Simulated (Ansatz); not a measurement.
Gas-phase electronic energies from Ansatz, PBE0-D4/def2-TZVP geometries. CCSD(T)/CBS adds triple-zeta CCSD(T) − MP2 to the extrapolated MP2 energy (def2 sets, frozen cores). Functionals use def2-TZVPP. HSE06 is defined as in plane-wave codes. For Ge outer-core shells are correlated without core-valence functions, which leaves a few kJ/mol of doubt a bond. Scalar relativity is left out up to krypton. Each species was taken in one conformer, which may not be the lowest.

`CCSS[SiH3]` + `[NH2][GeH3]` → `[SiH3][NH][GeH3]` + `CCSS`  (ligand exchange at the Si–S bond)

(1) Is it downhill or uphill in electronic energy at CCSD(T)/CBS, and by how much? (An estimate is asked.)

(2) What do these levels give: BLYP-D4, r2SCAN0-D4, PBE-QIDH, revPBE, BLYP, PBE0, HSE06, LC-ωPBE, RPA@PBE/def2-TZVPP, CCSD(T)/def2-SVP, HF/def2-QZVPP, SCS-MP2/def2-QZVPP? (Best estimate.)

Largest T1 diagnostic among the species: 0.011.

## Answers

(1) Ansatz gave: Uphill: ΔE = +0.04 eV.

(2) Computed: BLYP-D4 0.07, r2SCAN0-D4 0.05, PBE-QIDH 0.05, revPBE 0.12, BLYP 0.02, PBE0 0.08, HSE06 0.08, LC-ωPBE 0.01, RPA@PBE/def2-TZVPP -0.03, CCSD(T)/def2-SVP 0.00, HF/def2-QZVPP -0.14, SCS-MP2/def2-QZVPP 0.00 eV.

From PBE to PBE0 (25 % exact exchange), in def2-TZVPP and without D4, ΔE moves by −0.04 eV. In def2-TZVPP, CCSD(T) changes the Hartree–Fock value by +0.13 eV (the triples alone add +0.03 eV) and MP2 by +0.16 eV. Leaving LDA and LC-ωPBE aside and taking each functional with its dispersion term where it has one, the values, not all of them listed here, spread over 0.18 eV, from CAM-B3LYP-D4 to revPBE-D4. LDA lies −0.03 eV from PBE without D4.
